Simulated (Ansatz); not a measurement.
Consider the formal exchange of groups at the Si–O bond: `O[SiH](O)O[SiH](O)F` + CH₄ → `C[Si@H](O)O[Si@@H](O)F` + H₂O.

Gas-phase electronic energies from Ansatz, PBE0-D4/def2-TZVP geometries. CCSD(T)/CBS adds triple-zeta CCSD(T) − MP2 to the extrapolated MP2 energy (def2 sets, frozen cores). This one scheme is used for every species. DFT in def2-TZVPP. B3LYP here is the variant with VWN-RPA as its local correlation; programs differ in this. One conformer a species, not always the lowest.

| level | ΔE (kcal/mol) | difference from CCSD(T)/CBS |
| --- | --- | --- |
| PBE-D4 | 24.8 | -1.9 |
| r2SCAN-D4 | 27.8 | 1.1 |
| PBE0-D4 | 25.6 | -1.1 |
| B3LYP-D4 | 27.8 | 1.1 |
| ωB97X-V | 27.1 | 0.4 |
| ωB97M-V | 27.0 | 0.3 |
| B2PLYP | 28.8 | 2.1 |
| PBE | 25.6 | -1.1 |
| r2SCAN | 28.0 | 1.3 |
| PBE0 | 26.3 | -0.4 |
| B3LYP | 29.1 | 2.4 |
| HF/def2-TZVPP | 32.3 | 5.6 |
| MP2/def2-TZVPP | 27.4 | 0.7 |
| SCS-MP2/def2-TZVPP | 28.3 | 1.6 |
| CCSD/def2-TZVPP | 27.8 | 1.1 |
| CCSD(T)/def2-TZVPP | 27.2 | 0.5 |
| HF/def2-QZVPP | 32.4 | 5.7 |
| MP2/def2-QZVPP | 27.1 | 0.4 |
| SCS-MP2/def2-QZVPP | 28.0 | 1.3 |
| HF/CBS(def2) | 32.4 | 5.7 |
| MP2/CBS(def2) | 26.9 | 0.2 |
| CCSD/CBS(def2) | 27.3 | 0.6 |
| CCSD(T)/CBS | 26.7 | 0 |

Largest T1 diagnostic among the species: 0.012.

The D4 term adds −1.3 kcal/mol with B3LYP and −0.7 kcal/mol with PBE0; it sums over pairs of atoms, weighted by their polarisabilities, and B3LYP, whose exchange is more repulsive, gets the larger term. In def2-TZVPP, CCSD(T) changes the Hartree–Fock value by −5.1 kcal/mol (the triples alone add −0.6 kcal/mol) and MP2 by −4.9 kcal/mol.
